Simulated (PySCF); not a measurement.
# Spinor energies of F⁻ (fluorine, charge -1)

Start: [Ne]. Calculated with PySCF 2.14 in x2c-TZVPPall-2c with one added diffuse shell each of s, p, d type (6s4p3d1f, 40 functions): generalised Hartree-Fock with the X2C-1e Hamiltonian and a Gaussian nucleus; spin-orbit coupling (SO) screened by Boettger's factors.

```json
{"spinor shell": "1s1/2", "electrons": "2", "ε, screened SO (eV)": "-703.59", "weight of nominal j (screened SO)": "1.000", "rms radius, screened SO (bohr)": "0.204"}
{"spinor shell": "2s1/2", "electrons": "2", "ε, screened SO (eV)": "-29.320", "weight of nominal j (screened SO)": "1.000", "rms radius, screened SO (bohr)": "1.15"}
{"spinor shell": "2p1/2", "electrons": "2", "ε, screened SO (eV)": "-4.964", "weight of nominal j (screened SO)": "1.000", "rms radius, screened SO (bohr)": "1.48"}
{"spinor shell": "2p3/2", "electrons": "4", "ε, screened SO (eV)": "-4.883", "weight of nominal j (screened SO)": "1.000", "rms radius, screened SO (bohr)": "1.49"}
```

```tsv
quantity	screened SO
E (hartree)	-99.54247
M_J	0
⟨J²⟩	0.000
⟨L²⟩	0.000
⟨S²⟩	0.000
```
